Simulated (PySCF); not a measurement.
BeGe: from constants to spectrum

UHF-CCSD(T) constants of BeGe, ³Σ⁻ (triplet), unpaired electrons π ↑↑ (basis Be x2c-SVPall, Ge x2c-SVPall; spin-free X2C with a Gaussian nucleus; PySCF 2.14; masses 9.0122 and 73.9212 u):

- ωe: 448.0 cm⁻¹
- ωexe: 5.82 cm⁻¹
- Be: 0.41968 cm⁻¹
- αe: 0.00594 cm⁻¹
- D (centrifugal): 1.47e-06 cm⁻¹
- De to Be + Ge: 0.80 eV

(1) Give the vibrational terms G(v) and spacings up to v = 6.

(2) How well does the Morse estimate ωe²/(4ωexe) reproduce De, and what is D0?

Correlated steps freeze 9 core orbitals. Correlated levels converge slowly with the basis: in double zeta they bind strong bonds too weakly, by up to about 1 eV, and carry superposition errors of some tenths. Spin–orbit coupling is left out. The state is the lowest determinant that a PBE0 search found; another state may lie lower at other levels.

Results:

(1) G(v) = ωe(v+½) − ωexe(v+½)².

| v | G(v) (cm⁻¹) | G(v) − G(v−1) | Bv (cm⁻¹) |
| --- | --- | --- | --- |
| 0 | 222.5 |  | 0.4167 |
| 1 | 658.9 | 436.4 | 0.4108 |
| 2 | 1083.6 | 424.7 | 0.4048 |
| 3 | 1496.7 | 413.1 | 0.3989 |
| 4 | 1898.1 | 401.4 | 0.3930 |
| 5 | 2287.9 | 389.8 | 0.3870 |
| 6 | 2666.1 | 378.2 | 0.3811 |

(2) It gives 1.07 eV, 134 % of the computed De. D0 = De − G(0) = 0.80 − 0.03 = 0.77 eV.
